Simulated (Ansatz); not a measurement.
Basis sets compared for Sn(OH)4 (SnO4H4). Charge 0, multiplicity 1. Geometry r2SCAN-D4/def2-SVP. Ansatz on 4 threads of Arm Neoverse V2 on a shared host; times are rough, and most runs start from earlier orbitals.

Cartesian coordinates in Å:
```
Sn 0.000 0.000 0.000
O -1.832 -0.677 -0.287
H -1.923 -1.563 0.096
O 0.332 1.281 -1.464
H -0.188 1.037 -2.244
O 1.155 -1.599 0.081
H 1.945 -1.413 0.611
O 0.345 0.995 1.669
H 0.165 1.939 1.538
```

In the def2 sets Sn takes a core potential; there is no spin–orbit coupling.

Binding counts from free atoms (Sn triplet, O triplet, H doublet) in the same basis, without a counterpoise term.

```
                         level  functions  energy (Eh)  HOMO (eV)  LUMO (eV)  binding per atom (eV)  wall time
               PBE-D4/def2-SVP        102    -517.0966      -6.91      -2.50                   3.63     0.75 s
PBE-D4/def2-TZVP (with forces)        198    -517.5107      -7.38      -2.89                   3.70      1.9 s
           r2SCAN-D4/def2-TZVP        198    -517.7579      -7.80      -2.63                   3.61        3 s
              PBE0-D4/def2-SVP        102    -517.0962      -8.81      -1.59                   3.45      1.1 s
             PBE0-D4/def2-TZVP        198    -517.5057      -9.16      -1.93                   3.53      2.1 s
```

(1) Estimate the rows for PBE-D4/def2-TZVPD, r2SCAN-D4/def2-TZVPD, PBE0-D4/def2-TZVPD.

Answers

(1) 
```
               level  functions  energy (Eh)  HOMO (eV)  LUMO (eV)  binding per atom (eV)  wall time
   PBE-D4/def2-TZVPD        252    -517.5171      -7.50      -3.06                   3.71      2.6 s
r2SCAN-D4/def2-TZVPD        252    -517.7629      -7.88      -2.75                   3.61      4.6 s
  PBE0-D4/def2-TZVPD        252    -517.5110      -9.24      -2.12                   3.54      3.6 s
```
